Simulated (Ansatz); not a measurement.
Basis-set extrapolation for CH$_{3}$FO$_{2}$Si, SMILES `O[Si]1(F)CO1` (PBE0-D4/def2-TZVP geometry, frozen core, Ansatz 0.2.0). Multiplicity 1, RHF reference.

```csv
,def2-TZVPP,def2-QZVPP
HF,-577.960706,-577.984324
MP2 correlation,-0.999483,-1.082723
CCSD(T) correlation,-1.049936,not run
```

Energies in hartree. Use E(X) = E(∞) + A·exp(−7.88·√X) for Hartree–Fock and E(X) = E(∞) + B·X^(−2.97) for correlation, with X = 3 and 4, and add CCSD(T) minus MP2 of the smaller set to the MP2 limit.

**Question.** What is the CCSD(T) energy at the basis-set limit?

**Answer.** HF limit: -577.984324 + (-0.023618) × 0.13774 = -577.98758. MP2 limit: -1.082723 + (-0.083240) × 0.74074 = -1.14438. Higher-order term: -1.049936 − (-0.999483) = -0.05045. Total: -579.18241 hartree, 107.8 kcal/mol below CCSD(T)/def2-TZVPP.
